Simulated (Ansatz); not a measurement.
Ag₂Br. The state is a doublet with charge 0. Geometry r2SCAN-D4/def2-TZVP; atoms count from 1.

| atom | x (Å) | y (Å) | z (Å) |
| --- | --- | --- | --- |
| Ag1 | 1.663 | 0.741 | 1.756 |
| Ag2 | -1.670 | -0.709 | -1.763 |
| Br3 | 0.007 | -0.031 | 0.006 |

In the def2 sets Ag takes a core potential; there is no spin–orbit coupling. No other spin state of charge 0 was run. Another isomer (doublet) lies 0.16 eV lower at PBE0-D4/def2-TZVP; other spin states weren't run for this one.

Estimate the Mulliken populations from the PBE0/def2-TZVP orbitals of Ansatz.


| atom | charge (e) | spin (α − β) | d electrons |
| --- | --- | --- | --- |
| Ag1 | 0.14 | 0.53 | 9.96 |
| Ag2 | 0.14 | 0.53 | 9.96 |
| Br3 | -0.28 | -0.06 | – |
Mulliken values and Mayer orders depend strongly on the basis.

Where does the spin sit?

Summed by element: Ag 1.06, Br -0.06, of 1 unpaired in all. Largest on single atoms: Ag2 0.53, Ag1 0.53, Br3 -0.06.

And the Mayer bond orders between bonded heavy atoms (over 0.3)?

Ag1–Br3 0.62 (2.53 Å); Ag2–Br3 0.62 (2.53 Å). Values over 0.3 also appear between atoms too far apart for a bond (Ag1–Ag2 0.38 at 5.06 Å); they arise where an orbital or an unpaired electron spreads over both atoms.
